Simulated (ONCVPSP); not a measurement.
**How hard is this Au (Z = 79) ONCV potential?**

Au, optimised norm-conserving Vanderbilt (ONCV), made with ONCVPSP 4.0.1 (PBE, fully relativistic). Core [Kr] 4d10 4f14, reference 5s2 5p6 5d10 6s0.5 (charge +0.5). Waves: 5s+6s: rc 1.45 bohr, ncon 4, nbas 9, qcut 7 1/bohr, 2 projectors; 5p: rc 1.80 bohr, ncon 3, nbas 6, qcut 8.9 1/bohr, 2 projectors, debl 2.8 Ha; 5d: rc 1.95 bohr, ncon 5, nbas 10, qcut 7.6 1/bohr, 3 projectors, debl 0.4 Ha. Local part: polynomial inside 1.40 bohr (lpopt 5, dvloc0 2 Ha). Core correction: none.

Open shells are filled in proportion to 2j + 1.

For each optimised wave give the share of its norm inside rc, the residual kinetic energy above qcut (Ha) and the cutoffs (Ha) for errors of 10, 1, 0.1 and 0.01 mHa per electron.

```csv
wave,norm inside rc,residual KE,10 mHa,1 mHa,0.1 mHa,0.01 mHa
5s,0.945,2.3e-04,16.6,21.6,47.1,113.7
6s,0.058,1.7e-04,13.8,20.6,27.4,92.2
5p j=3/2,0.950,5.1e-08,11.3,14.1,23.9,29.3
p projector 2 j=3/2,0.062,1.6e-08,9.0,12.2,23.1,29.4
5p j=1/2,0.976,1.6e-08,14.6,18.3,21.6,24.2
p projector 2 j=1/2,0.080,1.3e-08,11.1,15.0,17.9,25.0
5d j=5/2,0.739,9.9e-07,15.4,19.8,23.4,26.1
d projector 2 j=5/2,0.019,4.3e-08,8.0,13.6,18.3,22.2
d projector 3 j=5/2,0.047,1.8e-07,11.2,16.3,20.7,24.2
5d j=3/2,0.775,2.0e-06,16.2,20.6,24.1,26.8
d projector 2 j=3/2,0.016,7.6e-08,8.2,14.0,18.8,22.8
d projector 3 j=3/2,0.043,3.5e-07,11.7,16.9,21.5,24.8
```

The occupied waves need 22 Ha and 47 Ha for 1 and 0.1 mHa.
